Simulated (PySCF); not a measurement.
Gas-phase reaction: AlBr3 + AlH ⇌ 2 AlBr + HBr

Computed with PySCF and rigid-rotor harmonic-oscillator thermochemistry at 1 bar. The comparison is the NASA 1993 polynomial table, which mixes measured and estimated data. After a fit of one offset per element over all species, the range-separated, M06-2X, PBE0/def2-QZVP and CCSD(T)/def2-TZVPP enthalpies, where run, lie to one side of the table for AlBr3 (-15 kJ/mol), AlH (-36 kJ/mol), AlBr (-34 kJ/mol): a fault of the table's entry, another state or a shared error of the levels is possible; this was not checked at source. † marks an energy on the PBE0/def2-TZVP geometry and frequencies. MP2 and CCSD(T) freeze the core. All species are closed-shell singlets. Br: all electrons, no relativistic terms. MP2 isn't extrapolated to the basis-set limit; its ΔH°(298 K) is 149.4 kJ in def2-SVP and 154.0 kJ in def2-TZVPP. CCSD(T) isn't extrapolated to the basis-set limit; its ΔH°(298 K) is 129.3 kJ in def2-SVP and 138.0 kJ in def2-TZVPP. The harmonic model lacks anharmonicity and excited electronic states, which grow with temperature; levels with a mode under 35 cm⁻¹ are left out. Soft modes under 120 cm⁻¹ make the harmonic entropy rough for AlBr3. The table's entry may be an old estimate for AlBr3, AlH, AlBr (not checked at source).

| level | ΔH°(298 K), kJ | minus table | ΔG°(600 K), kJ |
|---|---|---|---|
| table | 146.4 | - | 62.7 |
| BLYP/def2-TZVP† | 96.2 | -50.2 | 12.0 |
| CCSD(T)/def2-TZVPP† | 138.0 | -8.4 | 53.7 |
| MP2/def2-TZVPP† | 154.0 | 7.6 | 69.8 |
| PBE/def2-TZVP† | 116.5 | -29.9 | 32.2 |
| PBE0/def2-SVP† | 136.4 | -10.0 | 52.2 |
